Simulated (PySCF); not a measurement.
Exercise with solution: chemical shift, span and skew from a shielding tensor

CH₃, SMILES [CH3+], charge +1. Atoms are numbered in the order given.

```xyz
4

C      0.0000     0.0000     0.0000
H      1.0934     0.0000     0.0000
H     -0.5467     0.9469     0.0000
H     -0.5467    -0.9469     0.0000
```
Charge +1, spin multiplicity 1.

The structure is a stationary point at ωB97X-D3(BJ)/def2-TZVPD.

GIAO shieldings from PBE0/pcSseg-2 (PySCF), non-relativistic, no solvent. The symmetric part of the tensor of C1 has the principal values -448.1, -448.1, 175.1 ppm. The same nucleus in TMS has σ = 186.1 ppm at this level (PySCF, at its B3LYP-D3(BJ)/def2-TZVP geometry).

Work out the isotropic shielding, the ¹³C shift against TMS, the span and the skew.


σ(iso) = (σ11 + σ22 + σ33)/3 = -240.4 ppm. δ = σ(ref) − σ(iso) = 186.1 − (-240.4) = 426.5 ppm.
Span Ω = σ33 − σ11 = 623.2 ppm. Skew κ = 3(σ(iso) − σ22)/Ω = 1.00, an axial tensor. Tumbling in solution averages the tensor to δ; in a static solid the shielding alone would spread this spin-1/2 line over Ω.
